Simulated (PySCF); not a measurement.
C2H4Cl2Si2, SMILES C#C[Si]([SiH3])(Cl)Cl. Atoms are numbered in the order given.

```xyz
10

C      2.0102     2.3627     0.0000
C      1.1741     1.4779     0.0000
Si     0.0016     0.0822     0.0000
Si     1.0719    -1.9945     0.0000
Cl    -1.1985     0.2311     1.6888
Cl    -1.1985     0.2311    -1.6888
H      2.7422     3.1504     0.0000
H      1.9203    -2.1083    -1.2202
H      0.0336    -3.0627     0.0000
H      1.9203    -2.1083     1.2202
```
Charge 0, spin multiplicity 1.

Coordinates come from a B3LYP-D3(BJ)/def2-SVP optimisation. The structure was generated by enumeration, and PubChem lists no compound with its InChIKey, so it may never have been made.

Computed with PBE/def2-TZVP in PySCF.

ESP charges are fitted to the potential on shells at 1.4 to 2.0 van der Waals radii. Atomic charges (e):

```csv
atom,IAO,Mulliken,Löwdin,ESP fit
C1,-0.15,-0.13,-0.06,___
C2,-0.34,-0.15,-0.21,0.07
Si3,0.82,0.46,-0.46,0.04
Si4,0.26,0.01,0.14,0.10
Cl5,-0.28,-0.19,0.26,___
Cl6,-0.28,-0.19,0.26,___
H7,0.21,0.18,0.13,0.31
H8,-0.08,0.00,-0.02,___
H9,-0.07,0.00,-0.02,___
H10,-0.08,0.00,-0.02,___
```

Question: Complete the blanks. (The exact figures need the calculation; the answer reports its results.)

Answer: 
- C1, ESP fit: -0.38
- Cl5, ESP fit: -0.07
- Cl6, ESP fit: -0.07
- H8, ESP fit: 0.00
- H9, ESP fit: -0.01
- H10, ESP fit: 0.00

Computed Mayer and Wiberg (Löwdin basis) orders of the bonds:
| bond | Mayer | Wiberg |
|---|---|---|
| C1–C2 | 2.62 | 2.96 |
| C2–Si3 | 1.02 | 1.19 |
| Si3–Si4 | 0.92 | 1.08 |
| Si3–Cl5 | 1.18 | 1.79 |
| Si3–Cl6 | 1.18 | 1.79 |
| C1–H7 | 0.98 | 0.92 |
| Si4–H8 | 0.93 | 0.95 |
| Si4–H9 | 0.93 | 0.95 |
| Si4–H10 | 0.93 | 0.95 |
